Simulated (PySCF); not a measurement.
C6H6F3N.
Atom-mapped SMILES: `[CH3:1]/[N:2]=[CH:3]/[CH2:4][C:5]#[C:6][C:7]([F:8])([F:9])[F:10]` (hydrogens: H11, H12, H13 on C1; H14 on C3; H15, H16 on C4)

The geometry is computed with GFN2-xTB (gas phase).

Problem. What internal coordinates does the optimisation give?

Solution. 
| bond | length (bohr) | order |
| --- | --- | --- |
| C1–N2 | 2.696 | single |
| N2=C3 | 2.364 | double |
| C3–C4 | 2.840 | single |
| C4–C5 | 2.722 | single |
| C5≡C6 | 2.268 | triple |
| C6–C7 | 2.743 | single |
| C7–F8, C7–F9, C7–F10 | 2.540 | single |
| C1–H11, C1–H12, C1–H13 | 2.065 | single |
| C3–H14 | 2.078 | single |
| C4–H15, C4–H16 | 2.066 | single |

Bonds in one row agree within 0.02 bohr and their mean is given. Orders are formal, as drawn. A selection of angles:
| angle | degrees |
| --- | --- |
| N2–C1–H11 | 108.2 |
| N2–C1–H12 | 113.7 |
| H11–C1–H12 | 109.7 |
| H11–C1–H13 | 107.6 |
| C1–N2–C3 | 121.0 |
| N2–C3–C4 | 120.2 |
| N2–C3–H14 | 124.0 |
| C4–C3–H14 | 115.8 |
| C3–C4–C5 | 109.9 |
| C3–C4–H15 | 109.3 |
| C5–C4–H15 | 110.1 |
| H15–C4–H16 | 109.2 |
| C4–C5–C6 | 176.7 |
| C5–C6–C7 | 178.9 |
| C6–C7–F8 | 112.4 |
| F8–C7–F9 | 106.6 |

Dihedral angles: C1–N2–C3–C4 180° (antiperiplanar); N2–C3–C4–C5 127° (anticlinal). The mirror-image conformer, all signs reversed, is as good.

The C–N distances run from 1.251 Å (N2=C3, drawn double) to 1.426 Å (C1–N2, drawn single), a spread of 0.175 Å. N2 (imine nitrogen) is bent (angle 121.0°). The C–C distances run from 1.200 Å (C5≡C6, drawn triple) to 1.503 Å (C3–C4, drawn single), a spread of 0.303 Å. All 3 C–F bonds measure 1.343 to 1.345 Å. Of the pairs four or more bonds apart, H12···H14 is among the closest relative to their van der Waals radii: 2.31 Å, 96 % of the sum of Bondi's values.

Point group: C1 (no symmetry element, even within 0.4 Å). GFN2-xTB frequencies: not computed here. The numbers are those of one conformer.
